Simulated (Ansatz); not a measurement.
## Ligand exchange: SbH2(CH3) + Ge(CH3)3Cl → SbH2Cl + Ge(CH3)4

Species: SbH2(CH3), singlet; Ge(CH3)3Cl, singlet; SbH2Cl `[Cl][SbH2]`, singlet; Ge(CH3)4 (tetramethylgermane), singlet. The partners trade CH3 for Cl: Sb–CH3 and Ge–Cl bonds give way to Sb–Cl and Ge–CH3.

Shapes, held fixed at every level: PBE0-D4/def2-TZVP. Programs: Ansatz 0.2.0. Electronic energies: no zero-point or thermal term.

| level | kind | ΔE (kJ/mol) | less CCSD(T)/def2-TZVPP |
| --- | --- | --- | --- |
| HF/def2-TZVPP | Hartree–Fock | +27.4 | -0.9 |
| PBE-D4/def2-TZVPP | GGA | +21.3 | -7.0 |
| r2SCAN0-D4/def2-TZVPP | global hybrid | +25.8 | -2.5 |
| wB97M-V/def2-TZVPP | range-separated hybrid | +23.8 | -4.5 |
| B2PLYP/def2-TZVPP | double hybrid | +24.6 | -3.7 |
| MP2/def2-SVP | perturbation theory | +33.3 | +5.0 |
| CCSD(T)/def2-TZVPP | coupled cluster or CI | +28.3 | 0.0 |

The highest level, CCSD(T)/def2-TZVPP, gives ΔE = +28.3 kJ/mol; the levels span +21.3 to +33.3. The column of differences is taken from that level and isn't an error. No measured value is set beside it here. For atoms past krypton def2 sets carry core potentials with scalar relativity. Relativity is left out for Ge. Outer-core shells of Ge, Sb are correlated, in sets that cover them unevenly.
